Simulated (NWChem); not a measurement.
System: C7H7, doublet; SMILES Cc1c[c]ccc1

The following NWChem deck was run.

```
start job
memory heap 200 mb stack 900 mb global 1100 mb
geometry units angstroms noautosym nocenter noautoz
  C      0.062660    -2.380338     0.007383
  C     -0.008739    -0.879932    -0.008901
  C     -1.255687    -0.224182    -0.006727
  C     -1.253401     1.149984     0.001758
  C     -0.140109     1.959918     0.005989
  C      1.094742     1.299655     0.001262
  C      1.151812    -0.094888    -0.006582
  H     -0.145876    -2.774609     1.015987
  H     -0.677758    -2.826103    -0.673859
  H      1.058647    -2.739378    -0.288445
  H     -2.185207    -0.802271    -0.012922
  H     -0.202146     3.051225     0.009656
  H      2.021187     1.881200     0.000907
  H      2.126765    -0.589974    -0.012717
end
basis spherical
  * library def2-svp
end
dft
  odft
  mult 2
  xc m05-2x
  iterations 150
end
cosmo
  do_cosmo_smd true
  solvent ether
end
task dft energy
```

Structure relaxed at the PBE0/def2-SVP, spin-unrestricted level. No frequency run checked for a minimum. No stability test was run on the SCF state. Solvent: diethyl ether.

Level: M05-2X/def2-SVP with SMD (1 M gas to 1 M solution), gas-phase geometry. Reactions with the solvent are ignored.

Problem. What results follow from this input? (M05-2X/def2-SVP, spin-unrestricted, SMD on the gas-phase geometry.) Quantities: solvation free energy (kcal/mol); cavity-dispersion-structure term (kcal/mol); dipole in solution (D).

Solution. 
| Property | Value |
|---|---|
| solvation free energy (kcal/mol) | -6.1 |
| cavity-dispersion-structure term (kcal/mol) | -2.8 |
| dipole in solution (D) | 1.56 |
